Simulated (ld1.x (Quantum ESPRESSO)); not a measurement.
# Ranking ultrasoft potentials for Si

All share these settings but for the change named:

ld1.x (Quantum ESPRESSO) 7.5 input, shortened:

```
&input
   title='Si', zed=14., rel=1, dft='PZ', iswitch=3,
   config='[Ne] 3s2 3p1'
 /
 &inputp
   pseudotype=3, tm=.true., lloc=-2, rcloc=1.45,
   nlcc=.true., new_core_ps=.true., rcore=1.45,
   which_augfun='PSQ', rmatch_augfun=1.20
 /
4
3S  1  0   2.00   0.00  1.25  1.60  0.0
3S  1  0   0.00   0.60  1.25  1.60  0.0
3P  2  1   1.00   0.00  1.30  1.60  0.0
3P  2  1   0.00   0.05  1.30  1.60  0.0
 &test
   configts(1)='3s2 3p1'
 /
```

Test errors are all-electron minus pseudo excitation energies from the reference, over 3s2 3p2; 3s2 3p0; 3s1 3p0; 3s1 3p3; 3s2 3p1.5; 3s0 3p4; 3s2 3p2.3. None of these files shows a bound ghost.

The base gives 24.0 meV.

Of 8 variants that were run, those that failed, showed a ghost or another fault, or gave nearly equal values are left out.

Q: Rank these variants by their largest absolute test error, smallest first.
A. core correction Bessel-smoothed model core inside 1.66 bohr
B. core correction Bessel-smoothed model core inside 1.52 bohr
C. core correction none
D. core correction Bessel-smoothed model core inside 0.86 bohr
E. core correction Bessel-smoothed model core inside 1.88 bohr

A: A (4.1 meV), B (17.8 meV), E (34.7 meV), D (41.6 meV), C (141.5 meV).
